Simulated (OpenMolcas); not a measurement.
## Os6+ in a point-charge field

Os6+ among 3 point charges of -1 e arranged as a planar triangle (D3h), 2.22 Å from the ion.

```yaml
Program: OpenMolcas
Method: CASSCF
Basis: ANO-RCC-VDZP [7s6p4d2f1g]
Scalar_Hamiltonian: DKH2, point nucleus
Active_space: 2 electrons in 5 orbitals (5d)
State_averaging: 2S+1 = 3 even, 10 roots; 2S+1 = 1 even, 15 roots
Spin-orbit_coupling: state interaction with AMFI integrals over the reference wave functions
```

The lowest spin-free states (labels of D3, the rotations of D3h), above the lowest:

| State | Degeneracy | E (cm-1) | Free-ion L (%) |
| --- | --- | --- | --- |
| 3A2 | 1 | 0.0 | F (97) |
| 3E | 2 | 758.7 | F (96) |
| 3E | 2 | 2660 | F (100) |
| 2S+1 = 3 | 2 | 3444 | F (100) |
| 1E | 2 | 12600 | D (93) |
| 1E | 2 | 14309 | D (79) |
| 3E | 2 | 14666 | P (96) |
| 1A1 | 1 | 14707 | D (70) |
| 1A1 | 1 | 18038 | G (71) |
| 1E | 2 | 18517 | G (79) |
| 1E | 2 | 19776 | G (93) |
| 3A2 | 1 | 20895 | P (97) |
| 1A1 | 1 | 22318 | G (100) |
| 1A2 | 1 | 22320 | G (100) |
| 1E | 2 | 26996 | G (100) |
| 1A1 | 1 | 50224 | S (98) |

The lowest levels with spin-orbit coupling:

```csv
E (cm-1),Degeneracy,Label,2S+1,g
0.0,1,A1,3,
893.4,2,E,3,0.00 0.00 1.68
1786,2,E,3 (87 %),0.00 0.00 3.04
10956,1,A2,3,
11426,2,E,3,0.00 0.00 2.08
12281,2,E,3,0.00 0.00 4.35
13482,2,,3,0.00 0.00 6.56
17993,1,A1,3 (81 %),
18514,2,E,3 (78 %),0.00 0.00 2.24
19616,1,A1,3 (88 %),
19729,2,E,3 (78 %),0.00 0.00 4.61
21786,1,A1,3 (86 %),
21787,1,A2,3 (86 %),
22843,2,E,3,0.00 0.00 9.82
23362,2,E,3 (61 %),0.00 0.00 4.80
23723,2,E,3 (69 %),0.00 0.00 1.95
24852,1,A2,3,
26201,1,A1,1 (52 %),
28996,2,E,3 (78 %),0.00 0.00 3.08
32290,1,A1,1 (80 %),
```

Powder χT (cm3 K/mol): 0.00103 at 2 K, 0.00517 at 10 K, 0.0259 at 50 K, 0.0517 at 100 K, 0.103 at 200 K, 0.153 at 300 K. The effective moment at 300 K is 2.828 √(χT) = 1.11 μB.

The lowest level has 2S+1 = 3, for which the spin-only value is χT = S(S+1) / 2 = 1.000 cm3 K/mol (g = 2). The computed 0.153 at 300 K differs by -0.847, through orbital momentum, spin-orbit coupling and any other state in reach.

Spin-orbit coupling mixes the spin-free states strongly: the lowest level takes only 53 % from its leading state, 3E, which lies 759 cm-1 above the lowest spin-free state. Without dynamic correlation the repulsion within the d shell is too large (B by tens of per cent), so at a given field states of lower spin stand too high. The ground term spreads over less than 5000 cm-1, several times less than with real ligands, so orbital moments are less quenched and χT lies further from the spin-only value than at real sites. Point charges carry no covalency, so the field is a model and not that of real ligands. An unlabelled pair can be two single states that coincide in this model. No measured value stands beside these numbers.

A state without a sure symmetry label is named by its multiplicity alone. With an even number of electrons the g values are those of a degenerate or nearly degenerate non-Kramers pair.
